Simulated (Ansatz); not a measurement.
Wavefunction ladder for C$_{2}$H$_{7}$FGeO, SMILES `[CH3][Ge]([CH3])([OH])[F]`

Cartesian coordinates in Å:
```
C 0.739 1.217 -0.951
Ge -0.389 -0.139 -0.155
C 0.377 -1.342 1.141
O -1.829 0.556 0.607
F -0.969 -1.097 -1.501
H 1.594 0.752 -1.444
H 1.101 1.906 -0.186
H 0.173 1.780 -1.695
H 1.215 -1.886 0.704
H -0.385 -2.055 1.459
H 0.727 -0.786 2.011
H -2.353 1.095 0.010
```

Charge 0, multiplicity 1. Correlated methods include outer-core shells of Ge, which these sets cover unevenly. Scalar relativity is left out up to krypton. The geometry is a stationary point of PBE0-D4/def2-TZVP. It is one conformer, not always the lowest. Frozen core, restricted reference, Ansatz.

```csv
basis,HF (Eh),MP2 corr.,CCSD corr.,(T),CCSD(T) total
def2-SVP,-2329.10606,?,?,-0.02230,?
def2-TZVPP,-2329.68956,-1.10527,-1.13103,-0.03970,-2330.86029
def2-QZVPP,?,?,–,–,–
```

**Question.** Fill in the withheld values. (An estimate is asked.)

**Answer.** Computed: def2-SVP MP2 corr.: -0.89346; def2-SVP CCSD corr.: -0.92622; def2-SVP CCSD(T) total: -2330.05458; def2-QZVPP HF (Eh): -2329.74383; def2-QZVPP MP2 corr.: -1.43522.
